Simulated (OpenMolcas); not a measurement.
What dynamic correlation does to the levels of Ru II

```json
{
  "Program": "OpenMolcas 26.06",
  "Basis": "ANO-R3 [8s6p5d3f2g1h]",
  "Scalar Hamiltonian": "X2C, finite nucleus",
  "Active space": "7 electrons in 5 orbitals (4d)",
  "State averaging": "2S+1 = 4 even, 10 roots; 2S+1 = 2 even, 40 roots",
  "Spin-orbit coupling": "RASSI with atomic mean-field integrals over the reference wave functions, term energies averaged over their components"
}
```

Methods on the same reference wave functions:
A. CASSCF
B. SS-CASPT2, IPEA 0.25 Eh, imaginary shift 0.1 Eh (closed shells correlated: 4s 4p)
C. MS-CASPT2, IPEA 0.25 Eh, imaginary shift 0.1 Eh (closed shells correlated: 4s 4p)
D. XMS-CASPT2, IPEA 0.25 Eh, imaginary shift 0.1 Eh (closed shells correlated: 4s 4p)

Energies in cm-1 above 4d7 4F 9/2, the measured ground level; measured values from NIST Handbook of Basic Atomic Spectroscopic Data.

| Level | A | B | C | D | Measured |
| --- | --- | --- | --- | --- | --- |
| 4d7 4F 9/2 | 0.0 | 0.0 | 0.0 | 0.0 | 0.0 |
| 4d7 4F 7/2 | 1537 | 1563 | 1562 | 1558 | 1523 |
| 4d7 4F 5/2 | 2577 | 2580 | 2580 | 2580 | 2494 |
| 4d7 4F 3/2 | 3256 | 3220 | 3220 | 3230 | 3104 |
| 4d7 4P 5/2 | 12985 | 9550 | 9550 | 9030 | 8257 |
| 4d7 4P 3/2 | 13122 | 9740 | 9550 | 9250 | 8478 |
| 4d7 2G 9/2 | 13377 | 10890 | 10920 | 11290 |  |
| 4d7 4P 1/2 | 14082 | 10680 | 10610 | 10160 | 9374 |
| 4d7 2G 7/2 | 14910 | 12430 | 12430 | 12790 |  |
| 4d7 2P 3/2 [56 %] | 17521 | 14120 | 13470 | 14100 |  |
| 4d7 2H 11/2 | 17716 | 14630 | 14940 | 15470 |  |
| 4d7 2P 1/2 | 19116 | 15950 | 14910 | 15760 |  |
| 4d7 2H 9/2 | 19194 | 16160 | 16440 | 16960 |  |
| 4d7 2D 5/2(1) | 19321 | 15340 | 15350 | 15880 |  |
| 4d7 2D 3/2(1) [66 %] | 21878 | 18130 | 17830 | 18440 |  |
| 4d7 2F 5/2 | 29702 | 22950 | 22950 | 23880 |  |
| 4d7 2F 7/2 | 30415 | 23700 | 23700 | 24640 |  |
| 4d7 2D 3/2(2) | 46301 | 36800 | 36820 | 37280 |  |
| 4d7 2D 5/2(2) | 47043 | 37560 | 37550 | 38000 |  |

Deviations, from unrounded energies. A percentage is the sum of absolute deviations over the sum of measured energies, with the sign that they share, or ± where signs differ.

```csv
Against measurement,Levels,A,B,C,D
mean absolute deviation (cm-1),6,2400,680,640,430
fine structure of the ground term (%),3,+3.5,+3.4,+3.4,+3.4
other terms of the ground configuration (%),3,+53.9,+14.8,+13.8,+9.0
```

D lies closest to measurement on these levels and A furthest from it. The largest miss of D in the table is 4d7 4P 1/2, by +790 cm-1. The ranking rests on the paired levels alone, and a cruder setting can come out closer through cancelling errors.

Among B to D the level of the table that moves most is 4d7 2P 1/2, by 1000 cm-1 (lowest in C, highest in B). Moves below CASPT2's spread within the term are not significant.

The mean deviations of B to D differ by less than CASPT2's widest spread within a term (2200 cm-1), so their order carries little weight.

From A to B the spin-free energies of the other terms of 4d7 shown, above 4F, scale by factors of 0.71 to 0.81, as is usual when dynamic correlation screens the repulsion within a d or f shell.

The lowest spin-free term lies below A's lowest term by 0.543 hartree in B, 0.543 hartree in C, 0.549 hartree in D.

CASPT2 does not keep the components of a term degenerate, so their means are used; among the terms shown or strongly mixed into the levels shown the widest spread is 2200 cm-1 (4d7 2H, D). Configurations with an s electron lie low at this charge and mix in, so terms can be misplaced. The CASPT2 spread within a term exceeds the gap to the next term for 4d7 2P and 4d7 2H, so the order of their levels is uncertain (figures for B; the like holds for C, D). Without dynamic correlation excited terms often stand tens of per cent too high (terms of higher spin than the ground term too low), and those without a measured partner can miss by more than the paired ones (holds for A). Some terms miss by over 15 % even with CASPT2, which points to a basis or an active space too small for the shells correlated (holds for B; C). Computed and measured levels are paired by configuration, term and J; levels that our copy of the source lacks, or whose pairing is in doubt (as where it misses far off the trend of its configuration), stay unpaired and out of the deviations. Levels of configurations outside the active space are missing.

A share in square brackets marks a mixed level and gives the weight of the term that names it, the lowest over the columns. A number in round brackets counts repeated terms of one configuration in the order of the reference energies.
